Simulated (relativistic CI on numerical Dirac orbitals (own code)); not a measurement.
## Cd4+ (4d8) in a crystal field

Calculated by Dirac-Coulomb-Breit CI, orbitals from a KLI potential per configuration, model QED (radiative potential, 1s self-energy scaled to tabulated hydrogen-like ionisation energies), valence Slater integrals scaled by 0.8, one configuration in a parametric crystal field (own radial code).

Field parameters in Wybourne normalisation: D3d B²₀ = −7Dσ, B⁴₀ = −14Dq − 21Dτ, B⁴₃ = −14√(10/7) Dq; Oh B⁴₀ = 21Dq, B⁴₄ = √(5/14) B⁴₀; Td as Oh with Dq negative (B⁴₀ = 21Dq, B⁴₄ = √(5/14) B⁴₀). The field is a parameter set, without covalency.

S and J are read from ⟨S²⟩ = S(S + 1) and ⟨J²⟩ = J(J + 1) of each level; they are not fictitious spins.

Oh, 10Dq = 22200 cm⁻¹, the lowest 10 levels:

| E (cm⁻¹) | Degeneracy | Irrep | S | J |
| --- | --- | --- | --- | --- |
| 0.0 | 3 | T2 | 1.00 | 3.48 |
| 13620 | 2 | E | 0.18 | 2.87 |
| 21658 | 3 | T1 | 0.99 | 3.58 |
| 21802 | 2 | E | 0.96 | 3.70 |
| 23185 | 3 | T2 | 0.99 | 3.06 |
| 24040 | 1 | A2 | 1.00 | 3.00 |
| 24583 | 1 | A1 | 0.34 | 3.42 |
| 31598 | 3 | T1 | 0.99 | 2.68 |
| 32168 | 3 | T2 | 0.99 | 2.21 |
| 32368 | 1 | A1 | 0.84 | 3.34 |

Td, 10Dq = -15350 cm⁻¹, the lowest 10 levels:

| E (cm⁻¹) | Degeneracy | Irrep | S | J |
| --- | --- | --- | --- | --- |
| 0.0 | 1 | A1 | 1.00 | 3.90 |
| 1435 | 3 | T1 | 1.00 | 3.70 |
| 3586 | 2 | E | 0.98 | 3.35 |
| 4405 | 3 | T2 | 0.99 | 2.94 |
| 13774 | 3 | T2 | 0.57 | 3.09 |
| 16222 | 2 | E | 0.39 | 2.98 |
| 17009 | 3 | T1 | 1.00 | 3.26 |
| 17936 | 2 | E | 0.88 | 2.88 |
| 18569 | 1 | A2 | 1.00 | 3.00 |
| 20259 | 3 | T2 | 0.72 | 3.11 |

D3d, 10Dq = 23000, Dσ = 1180, Dτ = 300 cm⁻¹, the lowest 16 levels:

```
E (cm⁻¹)  Degeneracy  Irrep     S     J
     0.0           2      E  1.00  3.47
    23.3           1     A1  1.00  3.45
   13740           2      E  0.15  2.87
   22447           1     A2  1.00  3.46
   22629           2      E  0.97  3.48
   23606           2      E  0.99  3.58
   24590           1     A1  0.56  3.25
   24851           2      E  0.98  3.22
   26069           1     A2  1.00  2.98
   26313           1     A1  0.77  3.21
   32998           1     A1  0.96  2.28
   33078           2      E  0.99  2.36
   34395           1     A2  0.97  2.84
   34724           1     A1  0.85  3.15
   35373           2      E  0.98  2.50
   36175           2      E  0.94  2.26
```

The free-ion ground term has S = 1. Every field shown keeps that spin.

Levels of this model without a field, named by their leading LS term (the scale mimics covalency, so terms lie below those of the real free ion): 3F_4 0, 3F_3 5070, 3F_2 6843, 3P_2 13672, 3P_1 18659, 3P_0 18707, 1D_2 20098, 1G_4 22276 cm⁻¹.
